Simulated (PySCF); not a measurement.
C$_{2}$H$_{8}$N$_{2}$, charge +1, doublet, geometry from GFN2-xTB (a state made from the parent by changing its charge; the spin is typed, not shown lowest). Base run: PBE/3-21G in PySCF.

Input for PySCF:
```python
from pyscf import gto, scf, dft

mol = gto.M(
    atom='''
N     1.77891090    0.55031926   -0.01729907
C     0.52859060    0.36734507    0.52525391
C    -0.52859060   -0.36734507   -0.52525391
N    -1.77891090   -0.55031926    0.01729907
H     2.43560311   -0.21469056   -0.05396894
H     1.95477767    1.32102990   -0.64412071
H     0.06092131    1.32236691    0.76896346
H     0.56751818   -0.29566556    1.39074636
H    -0.06092131   -1.32236691   -0.76896346
H    -0.56751818    0.29566556   -1.39074636
H    -2.43560311    0.21469056    0.05396894
H    -1.95477767   -1.32102990    0.64412071
''',
    basis='3-21g',
    charge=1,
    spin=1,
    verbose=4,
    symmetry=True,
)

mf = dft.UKS(mol)
mf.xc = 'pbe'
mf.kernel()
mf.analyze()
```

Variants of this job, named by their change:

```
change                                                 ΔE vs base (mEh)  point group used  SCF cycles
-----------------------------------------------------  ----------------  ----------------  ----------
base                                                              0.000               C2h           9
irrep_nelec = Ag:(6, 6) Bg:(3, 2) Au:(2, 2) Bu:(6, 6)             333.1               C2h           9
irrep_nelec = Ag:(8, 6) Bg:(1, 2) Au:(2, 2) Bu:(6, 6)             406.0               C2h           9
symmetry_subgroup = Cs                                            0.000                Cs           9
irrep_nelec = Ag:(8, 6) Bg:(2, 2) Au:(2, 2) Bu:(5, 6)             348.7               C2h           9
symmetry_subgroup = C2                                            0.000                C2           9
symmetry = off                                                    0.000                C1           9
irrep_nelec = Ag:(8, 6) Bg:(2, 2) Au:(1, 2) Bu:(6, 6)             457.5               C2h           9
symmetry_subgroup = Ci                                            0.000                Ci           9
```

Open shells are given as the SCF converged; they aren't shown to be the lowest states, and a large step between rows can be another state.
